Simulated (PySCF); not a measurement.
All numbers come from PySCF, UPBE0, basis Mo def2-SVP with ECP28, S def2-SVP, O def2-SVP, H def2-SVP (scalar-relativistic core potentials, no spin–orbit coupling, density fitting).

```xyz
6
charge 0 multiplicity 3, angstrom
Mo    0.1603    0.1131    0.1108
S    -1.4746   -0.3490   -1.1484
O    -0.0672    0.2830    1.9676
O     1.9283   -0.1715   -0.4565
H    -0.5284   -0.3328    2.5502
H     2.2811   -0.9728   -0.8626
```

MoS(OH)2 (triplet), along the line from Mo1 (at 0) through S2 (at 2.115 Å). Core electrons replaced by a potential are absent, the electrostatic potential uses the reduced nuclear charge, and values within about 0.7 Å of such atoms have no physical meaning.

Problem. Tabulate the fields along this line at -0.74, 0.85, 1.06, 1.27, 1.48, 1.69, 1.90, 2.22, 2.43, 2.64, 2.85, 3.07, 3.28 Å.

Solution. 
```json
{"distance (Å)": "-0.74", "electron density (e/Å³)": "2.38", "spin density (e/Å³)": "0.205", "electron localisation function": "0.819", "electrostatic potential (V)": "45.3"}
{"distance (Å)": "0.85", "electron density (e/Å³)": "1.54", "spin density (e/Å³)": "0.121", "electron localisation function": "0.451", "electrostatic potential (V)": "31.2"}
{"distance (Å)": "1.06", "electron density (e/Å³)": "1.04", "spin density (e/Å³)": "0.0281", "electron localisation function": "0.472", "electrostatic potential (V)": "18.5"}
{"distance (Å)": "1.27", "electron density (e/Å³)": "1.19", "spin density (e/Å³)": "-0.014", "electron localisation function": "0.755", "electrostatic potential (V)": "21.1"}
{"distance (Å)": "1.48", "electron density (e/Å³)": "1.46", "spin density (e/Å³)": "-0.0352", "electron localisation function": "0.43", "electrostatic potential (V)": "43"}
{"distance (Å)": "1.69", "electron density (e/Å³)": "3.37", "spin density (e/Å³)": "-0.0187", "electron localisation function": "0.13", "electrostatic potential (V)": "108"}
{"distance (Å)": "1.90", "electron density (e/Å³)": "56.5", "spin density (e/Å³)": "-0.0425", "electron localisation function": "0.86", "electrostatic potential (V)": "387"}
{"distance (Å)": "2.22", "electron density (e/Å³)": "173", "spin density (e/Å³)": "-0.0919", "electron localisation function": "0.307", "electrostatic potential (V)": "1220"}
{"distance (Å)": "2.43", "electron density (e/Å³)": "13.4", "spin density (e/Å³)": "0.000483", "electron localisation function": "0.693", "electrostatic potential (V)": "185"}
{"distance (Å)": "2.64", "electron density (e/Å³)": "1.63", "spin density (e/Å³)": "0.00317", "electron localisation function": "0.125", "electrostatic potential (V)": "66.1"}
{"distance (Å)": "2.85", "electron density (e/Å³)": "1.03", "spin density (e/Å³)": "0.00363", "electron localisation function": "0.846", "electrostatic potential (V)": "26.2"}
{"distance (Å)": "3.07", "electron density (e/Å³)": "0.567", "spin density (e/Å³)": "0.00247", "electron localisation function": "0.935", "electrostatic potential (V)": "10.2"}
{"distance (Å)": "3.28", "electron density (e/Å³)": "0.268", "spin density (e/Å³)": "0.000699", "electron localisation function": "0.901", "electrostatic potential (V)": "3.7"}
```

On a grid of 0.11 Å the density has a local minimum along the bond near 1.06 Å from Mo, at 1.04 e/Å³, where the ELF is 0.47.

With open d or f shells other occupations or spin states may lie lower.
